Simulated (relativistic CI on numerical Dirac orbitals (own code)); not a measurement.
Inner-shell lines of Yb34+

Method of calculation: Dirac-Coulomb-Breit CI, separate exchange-only KLI orbitals for each configuration, a model potential for QED, valence Slater integrals scaled by 0.9 (own radial code, finite nucleus).

CI space (outside the closed core 1s2 2s2 3s2 3p6 3d10 4s2 4p6): 2p6, 2p5 4d, 2p5 5s, 2p5 5d. Levels of other configurations are missing.

The table holds the strongest lines. The upper levels have an inner-shell vacancy. Auger decay, open to those above the ionisation limit, is not computed, and radiative decays to configurations outside the model are missing too. Absolute energies can be off by a few tenths of a per cent, and at this charge the scaling can make term splittings too narrow, so close lines can change order. LS names give the leading component, which can be well under half, for lower levels too. Brackets number the levels in order of energy.

```csv
λ (Å),Upper,Lower,A (s⁻¹),gA (s⁻¹)
1.38177,2p5 4d 3P°_1 [3],2p6 1S_0 [1],1.07e+13,3.21e+13
1.37839,2p5 4d 1P°_1 [9],2p6 1S_0 [1],4.04e+14,1.21e+15
1.31723,2p5 5s 1P°_1 [11],2p6 1S_0 [1],9.14e+12,2.74e+13
1.29818,2p5 5d 3P°_1 [13],2p6 1S_0 [1],4.75e+12,1.42e+13
1.29692,2p5 5d 1P°_1 [19],2p6 1S_0 [1],1.72e+14,5.17e+14
1.23818,2p5 4d 3D°_1 [21],2p6 1S_0 [1],2.50e+14,7.49e+14
1.18661,2p5 5s 3P°_1 [25],2p6 1S_0 [1],3.12e+12,9.36e+12
1.17089,2p5 5d 3D°_1 [27],2p6 1S_0 [1],1.05e+14,3.16e+14
```
